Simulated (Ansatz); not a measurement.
Program: Ansatz. Geometries: PBE0-D4/def2-TZVP. ΔE: electronic, gas phase. CCSD(T)/CBS is the MP2 limit (def2-TZVPP, def2-QZVPP) plus CCSD(T) − MP2 in def2-TZVPP, frozen cores. This one scheme is used for every species. DFT in def2-TZVPP. B3LYP here is the variant with VWN-RPA as its local correlation; programs differ in this. For Ge, Se outer-core shells are correlated without core-valence functions, which leaves a few kJ/mol of doubt a bond. Scalar relativity is left out up to krypton. Each species was taken in one conformer, which may not be the lowest.

`[CH3][GeH2][Se]C` + `C1=CC1` → `[CH3][GeH2][C]1=CC1` + `C[SeH]`  (formal exchange of groups at a Ge–Se bond)

Is it downhill or uphill in electronic energy at CCSD(T)/CBS, and by how much? (Estimate.)

Ansatz gave: Uphill: ΔE = +52.7 kJ/mol.

What do these levels give: r2SCAN-D4, ωB97M-V, B2PLYP, r2SCAN, PBE0, B3LYP, HF/def2-QZVPP, MP2/def2-QZVPP, SCS-MP2/def2-QZVPP, HF/CBS(def2), MP2/CBS(def2), CCSD/CBS(def2)? (Best estimate.)

Computed: r2SCAN-D4 54.2, ωB97M-V 52.9, B2PLYP 50.4, r2SCAN 54.0, PBE0 54.0, B3LYP 51.3, HF/def2-QZVPP 51.3, MP2/def2-QZVPP 52.1, SCS-MP2/def2-QZVPP 49.4, HF/CBS(def2) 51.3, MP2/CBS(def2) 54.6, CCSD/CBS(def2) 52.8 kJ/mol.

Largest T1 diagnostic among the species: 0.011.
